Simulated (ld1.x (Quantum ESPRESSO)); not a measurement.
**Logarithmic derivatives: Tb (Z = 65), PAW**

Tb (Z = 65), PAW, made with ld1.x (Quantum ESPRESSO) 7.5 (LDA (PZ), scalar-relativistic). Core [Kr] 4d10, reference 4f9 5s2 5p6 5d0 6s0 6p0 (charge +2). Waves: 5s (bound): rcut 2.00, rcutus 2.25 bohr; 6s (bound, empty): rcut 2.00, rcutus 2.25 bohr; 5p (bound): rcut 2.05, rcutus 2.60 bohr; 6p (bound, empty): rcut 2.05, rcutus 2.60 bohr; 5d (bound, empty): rcut 2.45, rcutus 3.05 bohr; 5d channel at -0.7 Ry: rcut 2.45, rcutus 3.05 bohr; 4f (bound): rcut 0.60, rcutus 0.80 bohr; 4f channel at 2.35 Ry: rcut 0.60, rcutus 0.80 bohr. Local part: all-electron potential smoothed inside 2.90 bohr (lloc = -2). Core correction: Bessel-smoothed model core inside 0.40 bohr. Augmentation charge: BESSEL, radius 0.50 bohr.

The phase is arctan(r·u′/u) with u = r·R(r), unwrapped; energies in Ry, scanned from -7 to 5 Ry. A pole is an energy at which the radial function vanishes at the test radius. The pseudo phase is shifted by a multiple of π to meet the all-electron one at the reference energy, and phase errors are pseudo minus all-electron; the curves can meet again beyond the range given. Levels narrower than the energy grid can be missing from the lists of poles.

Q: For each channel, where are the poles, and over which energies does the pseudopotential scatter like the atom?

A:

```tsv
channel	radius (bohr)	reference energy (Ry)	poles, all-electron	poles, pseudo	unbroken range about the reference energy with phases within 0.05 rad	phase error 1 Ry above the reference energy (rad)
s	3.30	-1.05	-4.52, 0.44	-4.52, 0.44	the whole range	+0.000
p	3.30	-0.73	-2.80, 1.52	-2.80, 1.50	below 3.4	-0.001
d	3.30	-1.01	-0.60, 3.49	-0.60, 3.90	below 0.9	+0.000
f	3.30	-1.26	-1.24, 1.77	-1.24, 1.77	below 0.2	+0.010
```

Phases in the d channel:

```
E (Ry)  all-electron  pseudo
 -7.00         1.447   1.448
 -6.48         1.442   1.442
 -5.96         1.435   1.435
 -5.44         1.427   1.427
 -4.92         1.418   1.418
 -4.40         1.406   1.407
 -3.88         1.392   1.392
 -3.36         1.372   1.372
 -2.84         1.343   1.343
 -2.32         1.295   1.295
 -1.80         1.187   1.187
 -1.28         0.552   0.552
 -0.76        -1.463  -1.463
 -0.24        -1.704  -1.704
  0.28        -1.867  -1.866
  0.80        -2.238  -2.215
  1.32        -3.719  -3.597
  1.84        -4.401  -4.355
  2.36        -4.573  -4.543
  2.88        -4.653  -4.626
  3.40        -4.704  -4.677
  3.92        -4.746  -4.713
  4.44        -4.788  -4.745
  4.96        -4.840  -4.776
```
